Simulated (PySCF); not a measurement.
Structure problem from calculated spectra and properties.

Formula: F3PSi; triplet state.

* Zero-field splitting: 4.649 cm⁻¹ [unrestricted B3LYP/IGLO-III, mean-field spin–orbit]
* Rotational structure: rotational constants A, B, C: 3.992, 2.231, 2.228 GHz [PBE0-D3(BJ)/def2-SVP]
* EPR couplings: largest isotropic hyperfine couplings (means over sets of like nuclei): 31P +56.0, 29Si +35.1, 19F +16.9 (×3) MHz [unrestricted B3LYP/IGLO-III, mean-field spin–orbit]
* EPR g: 2.00592 [unrestricted B3LYP/IGLO-III, mean-field spin–orbit]
* Dipole: 1.50 D [PBE0-D3(BJ)/def2-SVP]

Electronic properties: PySCF, gas phase, density fitting. Levels stand in brackets. Geometry: PBE0-D3(BJ)/def2-SVP; no solvent, vibrations or thermal averaging.

**Question.** Give a SMILES that accounts for the data.

**Answer.** Numbering: `[F:1][Si:2]([F:3])([F:4])[P:5]`. The optimised geometry has point group C3v and is a prolate symmetric top (the spread among constants that symmetry makes equal is optimisation noise). The largest Mulliken spin population (1.92) sits on a phosphorus bonded to Si [P5]. The couplings belong to: 31P +56.0 MHz, phosphorus bonded to Si [P5]; 29Si +35.1 MHz, silicon bonded to 3 F and P [Si2]; 19F +16.9 MHz, fluorine bonded to Si [F1/F3/F4]. Structure: `F[Si]([P])(F)F` (trifluorosilylphosphinidene F3Si-P) [triplet]. The assignments are read from this structure; whether some other isomer fits the data as well wasn't checked.
